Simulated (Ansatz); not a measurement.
# Two structures, one formula

Two relaxed structures of LiSi2H3F (charge +1), singlet (PBE0-D4/def2-TZVP; forces vanish, vibrations not checked).

A:

```
7
angstrom
Li 0.9573 -2.5596 2.6092
Si 0.0718 -1.0951 -0.3844
F 0.5082 -1.7882 1.1100
Si -0.1740 1.0772 -0.3311
H -0.3787 1.6199 -1.6953
H -0.9542 -2.0528 -0.8566
H 0.8289 1.8233 0.4681
```

B:

Li1  (-0.572, -3.544, 0.525)
Si2  (0.307, -1.076, 0.368)
F3  (1.777, -0.967, 0.966)
Si4  (-0.272, 1.119, -0.356)
H5  (-0.531, 0.972, -1.812)
H6  (-1.534, 1.433, 0.361)
H7  (0.825, 2.064, -0.051)
(Å)

Computed with Ansatz 0.2.0 (basis: def2-TZVPP); correlated methods freeze the cores. The outer core shell of Li, Na, Mg and K is correlated. B3LYP uses VWN-RPA correlation.

Which structure is lower at CCSD(T), and by how much? (Judge from chemistry; the value comes from the calculation.)

The calculation gives: A, by 0.046 eV (electronic energy, against the other). By their contacts, A is LiSi₂H₃F ([Li][F][SiH][SiH2]), total charge +1 and B is LiSi₂H₃F ([Li][Si]([F])[SiH3]), total charge +1.

Do the other methods give the same order? (A judgement: the text doesn't fix the answer.)

By the calculation: Not all: PBE0-D4, wB97M-V, HF, MP2, CCSD give the other order.

```
   method  E(B) − E(A) (eV)
   PBE-D4             0.072
r2SCAN-D4             0.099
  PBE0-D4            -0.024
 B3LYP-D4             0.020
  wB97M-V            -0.117
       HF            -0.420
      MP2            -0.008
     CCSD            -0.043
  CCSD(T)             0.046
```

T1 diagnostic: at most 0.018. The restricted Hartree–Fock reference is unstable towards an unrestricted one at one or more of these structures. A large double-excitation amplitude points to some diradical character; no triplet was computed.

Labels in which every atom is bracketed show which atoms are joined, not bond orders.

For scale, one of the runs: CCSD(T)/def2-TZVPP, 176 basis functions, launched by `ansatz run in.yaml --threads 2 --pin off --events-out ev --progress --plain --max-ram 4352MiB`. Time: 29 s of wall clock on 2 CPU threads of an Arm Neoverse V1; the host was shared. Peak host memory: 1.5 GiB.
